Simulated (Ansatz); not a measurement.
`C[SiH]([AlH2])N[SiH3]` and `C[SiH](C)[AlH2]` differ in one atom or group.

Ansatz, PBE0-D4/def2-TZVP geometries, multiplicity 1. Each molecule was computed in one conformer, which needn't be the lowest.

| property | `C[SiH]([AlH2])N[SiH3]` |
| --- | --- |
| LUMO energy (PBE0/def2-TZVPP) / eV | -1.28 |
| LUMO energy (B3LYP/def2-TZVPP) / eV | -1.42 |
| HOMO–LUMO gap (B3LYP/def2-TZVPP) / eV | 5.38 |
| HOMO–LUMO gap (ωB97M-V/def2-TZVPP) / eV | 9.38 |
| HOMO–LUMO gap (PBE0/def2-TZVPP) / eV | 5.70 |
| size of the dipole moment (PBE/def2-TZVPP) / D | 2.49 |

Task: What does the change do to each property? (Estimate.)

Result: Computed: 
```tsv
property	`C[SiH](C)[AlH2]`	shift
LUMO energy (PBE0/def2-TZVPP) / eV	-1.89	-0.61
LUMO energy (B3LYP/def2-TZVPP) / eV	-2.08	-0.66
HOMO–LUMO gap (B3LYP/def2-TZVPP) / eV	4.75	-0.63
HOMO–LUMO gap (ωB97M-V/def2-TZVPP) / eV	8.70	-0.68
HOMO–LUMO gap (PBE0/def2-TZVPP) / eV	5.11	-0.59
size of the dipole moment (PBE/def2-TZVPP) / D	1.13	-1.36
```

Dipoles are sizes alone; their direction can turn.

B3LYP here is the variant with VWN-RPA as its local correlation; programs differ in this.
